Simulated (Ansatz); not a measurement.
Cartesian coordinates (Å):
```xyz
23

C      1.9782     1.5705    -0.8324
Si     1.9041    -0.0180     0.1837
C      3.4636    -1.0488    -0.0633
Si    -0.0390    -1.2032    -0.3966
Si    -1.8976     0.2156    -0.1747
C     -1.8961     0.9596     1.5595
C     -3.5197    -0.6812    -0.5214
H      2.0401     1.3423    -1.9082
H      1.0810     2.1883    -0.6710
H      2.8605     2.1709    -0.5589
H      1.7811     0.3441     1.6367
H      3.4315    -1.9659     0.5448
H      4.3598    -0.4771     0.2263
H      3.5713    -1.3443    -1.1187
H      0.0727    -1.7066    -1.8076
H     -0.2062    -2.4048     0.4893
H     -1.7269     1.3236    -1.1752
H     -0.9611     1.5069     1.7569
H     -1.9910     0.1704     2.3221
H     -2.7362     1.6609     1.6868
H     -4.3751     0.0064    -0.4233
H     -3.5309    -1.0980    -1.5402
H     -3.6640    -1.5117     0.1872
```
Charge 0, multiplicity 1.

Computed with Ansatz (a quantum-chemistry and plane-wave program) with frozen-core CCSD(T)/cc-pVDZ // PBE0-D4/def2-SVP.

```json
{
  "HF energy": "-1027.62393 Ha",
  "MP2 correlation energy": "-0.89353 Ha"
}
```

**Question.** Estimate the CCSD correlation energy, the (T) correction, the total energy and the T1 diagnostic.

**Answer.** 
```yaml
CCSD correlation energy: -1.01141 Ha
"(T) correction": -0.02968 Ha
CCSD(T) total energy: -1028.66502 Ha
T1 diagnostic: 0.010
```
